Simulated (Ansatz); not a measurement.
Geometry optimisation, Ansatz 0.2.0, RKS B3LYP/def2-SVP.

Input:

```yaml
crystal:
  periodic: [false, false, false]
  atoms:
    - { symbol: O, position_ang: [-0.431, 0.9958, -1.4661] }
    - { symbol: Ge, position_ang: [0.026, 0.1618, -0.0045] }
    - { symbol: O, position_ang: [1.6098, -0.5607, -0.2822] }
    - { symbol: Se, position_ang: [-1.4528, -1.5261, 0.4729] }
    - { symbol: H, position_ang: [-1.3555, 1.4262, -1.2602] }
    - { symbol: H, position_ang: [0.414, 1.11297, -1.96845] }
    - { symbol: H, position_ang: [2.2705, 0.2141, -0.4056] }
    - { symbol: H, position_ang: [-0.672, -1.937, 1.7026] }
basis:
  gaussian: { orbitals: def2-SVP }
hamiltonian:
  xc: b3lyp
relax:
  f_tol: 0.02
  max_steps: 50
```

Run as:

```bash
$ ansatz run input.yaml --threads 2 --pin off --max-ram 3072MiB --backend cpu --events-out ev --progress --plain --runs-dir out
```

**Question.** Where does it end, and by what steps?

**Answer.** It converged. After 18 steps the energy has fallen by 3.530 eV; Se4 moved furthest, 0.98 Å. The start is strongly strained (largest force component 8 eV/Å).

| step | energy less start (eV) | largest force component (eV/Å) | accepted |
| --- | --- | --- | --- |
| 0 | 0.0000 | 8.027 | yes |
| 1 | -1.7300 | 4.874 | yes |
| 2 | -2.7600 | 1.356 | yes |
| 3 | -3.1073 | 1.412 | yes |
| 4 | -3.2033 | 1.239 | yes |
| 5 | -3.2916 | 0.320 | yes |
| 6 | -3.3295 | 0.594 | yes |
| 7 | -3.3682 | 0.342 | yes |
| 8 | -3.3924 | 0.345 | yes |
| 9 | -3.4100 | 0.834 | yes |
| 10 | -3.4455 | 0.365 | yes |
| 11 | -3.4841 | 0.237 | yes |
| 12 | -3.5182 | 0.203 | yes |
| 13 | -3.5216 | 0.318 | yes |
| 14 | -3.4718 | 0.685 | no |
| 15 | -3.5249 | 0.153 | yes |
| 16 | -3.5277 | 0.167 | yes |
| 17 | -3.5269 | 0.149 | no |
| 18 | -3.5297 | 0.012 | yes |

```xyz
8
Properties=species:S:1:pos:R:3
O -0.799 0.935 -1.348
Ge 0.321 0.138 0.641
O 1.538 -0.193 -0.722
Se -0.638 -2.077 0.513
H -0.710 1.895 -1.451
H -0.001 0.562 -1.778
H 2.302 0.396 -0.653
H -1.604 -1.768 1.588
```

Time of the run: 77 s on 2 threads of Arm Neoverse V1, on a shared host, peak memory 0.29 GiB.
